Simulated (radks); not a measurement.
Pd36+, 10 electrons, occupied as [Ne] (the NIST ground configuration). All-electron calculation, scalar-relativistic Kohn-Sham, LB94 model potential, spin-polarised, spherical densities, finite nucleus; Fermi nuclear charge, rms radius 4.5318 fm. Program: a radial shooting solver on a logarithmic mesh with Libxc functionals.

Normalised radial functions P(r) = r R(r), r in bohr:

| r | 1s | 2s | 2p |
|---|---|---|---|
| 0.002842 | 1.7532 | 0.5891 | 0.0254 |
| 0.003129 | 1.8941 | 0.6358 | 0.0301 |
| 0.003444 | 2.0435 | 0.6852 | 0.0358 |
| 0.003791 | 2.2016 | 0.7372 | 0.0424 |
| 0.004173 | 2.3681 | 0.7917 | 0.0503 |
| 0.004593 | 2.5427 | 0.8485 | 0.0597 |
| 0.005056 | 2.7248 | 0.9074 | 0.0708 |
| 0.005566 | 2.9138 | 0.9678 | 0.0838 |
| 0.006127 | 3.1085 | 1.0293 | 0.0992 |
| 0.006744 | 3.3077 | 1.0913 | 0.1174 |
| 0.007423 | 3.5097 | 1.1529 | 0.1387 |
| 0.008171 | 3.7124 | 1.2131 | 0.1637 |
| 0.008995 | 3.9133 | 1.2707 | 0.1930 |
| 0.009901 | 4.1094 | 1.3242 | 0.2271 |
| 0.0109 | 4.2975 | 1.3719 | 0.2669 |
| 0.012 | 4.4736 | 1.4117 | 0.3130 |
| 0.01321 | 4.6334 | 1.4415 | 0.3662 |
| 0.01454 | 4.7725 | 1.4588 | 0.4275 |
| 0.016 | 4.8859 | 1.4606 | 0.4977 |
| 0.01761 | 4.9685 | 1.4442 | 0.5777 |
| 0.01939 | 5.0154 | 1.4062 | 0.6683 |
| 0.02134 | 5.0218 | 1.3436 | 0.7702 |
| 0.02349 | 4.9836 | 1.2531 | 0.8840 |
| 0.02586 | 4.8974 | 1.1320 | 1.0099 |
| 0.02846 | 4.7610 | 0.9778 | 1.1481 |
| 0.03133 | 4.5738 | 0.7887 | 1.2979 |
| 0.03449 | 4.3371 | 0.5640 | 1.4583 |
| 0.03796 | 4.0541 | 0.3043 | 1.6275 |
| 0.04179 | 3.7303 | 0.0117 | 1.8031 |
| 0.046 | 3.3734 | -0.3098 | 1.9815 |
| 0.05063 | 2.9932 | -0.6540 | 2.1585 |
| 0.05574 | 2.6010 | -1.0124 | 2.3285 |
| 0.06135 | 2.2089 | -1.3744 | 2.4856 |
| 0.06753 | 1.8293 | -1.7273 | 2.6227 |
| 0.07434 | 1.4736 | -2.0570 | 2.7327 |
| 0.08183 | 1.1516 | -2.3483 | 2.8082 |
| 0.09007 | 0.8705 | -2.5865 | 2.8424 |
| 0.09915 | 0.6343 | -2.7579 | 2.8298 |
| 0.1091 | 0.4440 | -2.8519 | 2.7666 |
| 0.1201 | 0.2974 | -2.8617 | 2.6515 |
| 0.1322 | 0.1897 | -2.7859 | 2.4864 |
| 0.1456 | 0.1148 | -2.6288 | 2.2765 |
| 0.1602 | 0.0655 | -2.4012 | 2.0302 |
| 0.1764 | 0.0350 | -2.1190 | 1.7589 |
| 0.1942 | 0.0174 | -1.8024 | 1.4761 |
| 0.2137 | 0.0080 | -1.4737 | 1.1961 |
| 0.2352 | 0.0034 | -1.1545 | 0.9326 |
| 0.259 | 0.0013 | -0.8633 | 0.6968 |
| 0.285 | 0.0005 | -0.6137 | 0.4968 |
| 0.3138 | 0.0001 | -0.4129 | 0.3363 |
| 0.3454 | 0.0000 | -0.2615 | 0.2151 |
| 0.3802 | 0.0000 | -0.1550 | 0.1293 |
| 0.4185 | 0.0000 | -0.0854 | 0.0725 |
| 0.4606 | 0.0000 | -0.0435 | 0.0377 |

1s: eigenvalue -26504 eV, 0 radial nodes, <r> = 0.0318 bohr, 90 % of the charge inside 0.0570 bohr. 2s: eigenvalue -5645.7 eV, 1 radial node at r = 0.0419 bohr, <r> = 0.136 bohr, 90 % of the charge inside 0.209 bohr. 2p: eigenvalue -5304.6 eV, 0 radial nodes, <r> = 0.118 bohr, 90 % of the charge inside 0.191 bohr.
